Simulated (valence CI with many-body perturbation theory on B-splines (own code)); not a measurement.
Sensitivity of CI+MBPT for Kr²¹⁺

Calculated by valence CI with perturbative core correlation (CI+MBPT): five valence electrons over a frozen Dirac-Fock core [Ne], radial functions for each j: 6 s, 6 p, 5 d, 3 f, 1 g, with the one-electron correlation potential Σ1, the two-electron term Σ2, the three-electron term Σ3, Breit, model QED; selected CI, second order for the rest, scaled by the run's own slope (own B-spline code, finite nucleus).

No measured spectrum was set against this ion. As an estimate, levels of excited configurations hold to 0.05 to 0.15 % of their energy, terms of the ground configuration to about 0.5 %. Among the levels kept, up to 1200 cm⁻¹ of a level comes from second order outside the variational space, and about a tenth of that is noise between levels of different J, which matters for small intervals.

The reference run has the lowest level 3s2 3p3 4S°_3/2 and an ionisation energy of 936.849 eV. Its largest variational space holds 9997 state functions.

Names give the largest LS component (configuration and term), which can be under half, so a name can repeat, a term be missing and a line seem to break the LS rules; names also repeat where a configuration has a term twice. Letters in brackets count levels of one name in rising energy.

Changed runs:
A. correlating orbitals by l 3 3 3 2 1 → 4 4 0 0 0
B. highest l in the core sums 6 → 4
C. selection threshold (hartree) 2e-08 → 2e-07; natural orbitals for correlation on → off
D. box radius (bohr) 3.8313 → 1.27 (bad on purpose)

Excitation energies of the reference run in cm⁻¹, and shifts in cm⁻¹:

| Level | Reference | A | B | C |
| --- | --- | --- | --- | --- |
| 3s2 3p3 2D°_3/2 | 78396 | +903 | +0.6 | +658 |
| 3s2 3p3 2D°_5/2 | 107370 | +1340 | +0.9 | +963 |
| 3s2 3p3 2P°_1/2 | 153538 | +1526 | -0.5 | +1306 |
| 3s2 3p3 2P°_3/2 | 217084 | +1295 | +2.2 | +1041 |
| 3s 3p4 4P_5/2 | 514123 | -705 | -54 | -597 |
| 3s 3p4 4P_3/2 | 565353 | -670 | -58 | -606 |
| 3s 3p4 4P_1/2 | 577693 | -495 | -56 | -434 |
| 3s 3p4 2D_3/2 | 639746 | +539 | -85 | +276 |
| 3s 3p4 2D_5/2 | 664783 | +544 | -74 | +313 |
| 3s2 3p2 3d 4F_3/2 [a] | 714580 | +1642 | -156 | +768 |
| 3s2 3p2 3d 4F_3/2 [b] | 728800 | +1462 | -159 | +558 |
| 3s 3p4 2P_1/2 | 729048 | +1536 | -101 | +1000 |
| Ionisation energy (eV) | 936.849 | -0.312 | +0.012 | -0.246 |

Run D: It gave no result. The program said: "need at least one array to concatenate".
